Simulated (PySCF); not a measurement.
# Computed structure and properties of LaCl3(H2O)

System: LaCl3(H2O) (singlet); start: template (Cs). Method: PySCF 2.14.0, RKS PBE0, La lcecp-1-SVP with ECP46, Cl def2-SVP, O def2-SVP, H def2-SVP; non-relativistic Hamiltonian with scalar-relativistic core potentials where named; density fitting; no spin-orbit coupling.

Input of the relaxation:

```python
mol = gto.M(atom='''
La    -0.10511     0.10511    -0.10511
Cl     1.46279     1.67301     1.46279
Cl    -1.67301    -1.46279     1.46279
Cl     1.46279    -1.46279    -1.67301
O     -1.58311     1.58311    -1.58311
H     -1.92381     2.46821    -1.37931
H     -1.92381     1.37931    -2.46821''',
    basis={'La': 'lcecp-1-SVP', 'Cl': 'def2-SVP', 'O': 'def2-SVP', 'H': 'def2-SVP'},
    ecp={'La': 'lcecp-1-SVP'},
    charge=0, spin=0)
mf = dft.RKS(mol, xc='PBE0')
mf.grids.atom_grid = (50, 194)  # f atoms: unpruned, at least (60, 302)
mf = mf.density_fit()  # fitting sets: La AutoAux, Cl def2-universal-JKFIT, O def2-universal-JKFIT, H def2-universal-JKFIT
mf.conv_tol = 1e-08; mf.max_cycle = 55
mf.kernel(dm0)  # dm0: converged density of the start geometry
# quasi-Newton relaxation in Cartesian coordinates to a largest gradient under 0.00045 Eh/bohr, steps kept in the point group
```

Run from Python with OMP_NUM_THREADS=2; the lines above give its settings. Where DIIS fails, smearing, a level shift and second-order steps follow.
It took 100 s on 2 threads of Arm Neoverse V1 (shared host), from the converged density of the start.

Course of the relaxation:

```csv
step,energy above end (eV),largest force component within the symmetry (eV/Å)
0,0.3062,0.884
1,0.1400,0.497
2,0.0718,0.151
3,0.0586,0.130
4,0.0198,0.098
5,0.0114,0.099
6,0.0052,0.068
7,0.0036,0.060
13,0.0008,0.040
14,0.0004,0.028
15,0.0002,0.072
16,0.0002,0.041
17,0.0000,0.014
18,0.0000,0.017
```
(The steps between are left out.)

Relaxed geometry (Cs):

```xyz
7

La   -0.0037   -0.0810    0.0810
Cl    1.1026    2.0073    1.2264
Cl   -1.8404   -1.4005    1.4005
Cl    1.1026   -1.2264   -2.0073
O    -1.4040    1.4097   -1.4097
H    -1.6202    2.3360   -1.2381
H    -1.6202    1.2381   -2.3360
```

```json
{"contact": "La1–Cl2 (Cl)", "Å": "2.626"}
{"contact": "La1–Cl3 (Cl)", "Å": "2.618"}
{"contact": "La1–Cl4 (Cl)", "Å": "2.626"}
{"contact": "La1–O5 (H2O)", "Å": "2.531"}
```

On the finer grid (75, 302):

The HOMO is -8.34 eV, the LUMO is -1.54 eV and the dipole about the centre of mass is 5.29 D. The set of Mulliken populations of La1 outside the core potential is s 2.19, p 6.35, d 1.44, f 0.06 and the D3(BJ) dispersion energy (not in the energies) is -0.180 eV.

```json
{"atom": "La1", "Mulliken (e)": "0.96", "Löwdin (e)": "0.09", "spin (e)": "0.00"}
{"atom": "Cl2", "Mulliken (e)": "-0.38", "Löwdin (e)": "-0.12", "spin (e)": "0.00"}
{"atom": "Cl3", "Mulliken (e)": "-0.38", "Löwdin (e)": "-0.11", "spin (e)": "0.00"}
{"atom": "Cl4", "Mulliken (e)": "-0.38", "Löwdin (e)": "-0.12", "spin (e)": "0.00"}
{"atom": "O5", "Mulliken (e)": "-0.30", "Löwdin (e)": "-0.01", "spin (e)": "0.00"}
{"atom": "H6", "Mulliken (e)": "0.24", "Löwdin (e)": "0.14", "spin (e)": "0.00"}
{"atom": "H7", "Mulliken (e)": "0.24", "Löwdin (e)": "0.14", "spin (e)": "0.00"}
```

The large-core potential holds the 4f shell empty.

On the grid (50, 194), as all that follows. Harmonic modes: 1 unstable but soft, so probably a saddle point, though modes this soft are near the noise (counted below −25 cm⁻¹); lowest -33 cm⁻¹ (negative: unstable), highest 3931 cm⁻¹, zero-point energy 0.728 eV.

Taking off one Cl (charge -1, singlet; the rest: singlet) in vacuum, both parts rigid, costs 8.62 eV; the small basis without counterpoise inflates it. Most of it is the attraction of opposite charges; other ways to part are cheaper, and one spin state was tried for the rest.

Rigid scan of Cl along the line from its metal:

```json
{"distance to Cl2 (Å)": "2.33", "energy (eV)": "0.688"}
{"distance to Cl2 (Å)": "2.43", "energy (eV)": "0.269"}
{"distance to Cl2 (Å)": "2.53", "energy (eV)": "0.059"}
{"distance to Cl2 (Å)": "2.63", "energy (eV)": "0.000"}
{"distance to Cl2 (Å)": "2.73", "energy (eV)": "0.047"}
{"distance to Cl2 (Å)": "2.83", "energy (eV)": "0.168"}
{"distance to Cl2 (Å)": "3.03", "energy (eV)": "0.542"}
{"distance to Cl2 (Å)": "3.33", "energy (eV)": "1.235"}
{"distance to Cl2 (Å)": "3.73", "energy (eV)": "2.147"}
{"distance to Cl2 (Å)": "4.23", "energy (eV)": "3.091"}
```

Taking off one H2O (charge 0, singlet; the rest: singlet) in vacuum, both parts rigid, costs 1.38 eV; the small basis without counterpoise inflates it.

Rigid scan of H2O along the line from its metal:

```tsv
distance to O5 (Å)	energy (eV)
2.23	0.368
2.33	0.140
2.43	0.030
2.53	0.000
2.63	0.022
2.73	0.076
2.93	0.229
3.23	0.475
3.63	0.743
4.13	0.966
```

One start shape was tried, so this needn't be the lowest isomer.
